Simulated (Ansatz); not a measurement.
Molecule: BrCl, charge 1, multiplicity 2. SMILES of the parent species: ClBr
Structure (B3LYP-D3(BJ)/def2-TZVP (Ansatz, a quantum-chemistry and plane-wave program) minimum search):
```xyz
2

Cl     0.0000     0.0000    -1.3921
Br     0.0000     0.0000     0.6762
```
Charge +1, spin multiplicity 2.

Parts of the frozen-core correlation energy in def2-SVP (Ansatz, hartree). Frozen orbitals: 19; correlated occupied orbitals by spin: 7 and 6; virtual: 24 and 25. UHF or UKS for open shells. Spin-orbit coupling is left out. Non-relativistic.

| term | value |
|---|---|
| reference (HF) | -3031.03258 |
| MP2 opposite-spin | [?] |
| MP2 same-spin | [?] |
| CCSD correlation | -0.27159 |
| (T) | [?] |
| CCSDT minus CCSD(T) | -0.00097 |
| T1 diagnostic | 0.039 |
| largest doubles amplitude | 0.097 |
| <S^2> of the reference | 0.761 |

Q: Complete the blanks.

A: 
- MP2 opposite-spin, value: -0.17881
- MP2 same-spin, value: -0.06386
- (T), value: -0.00880
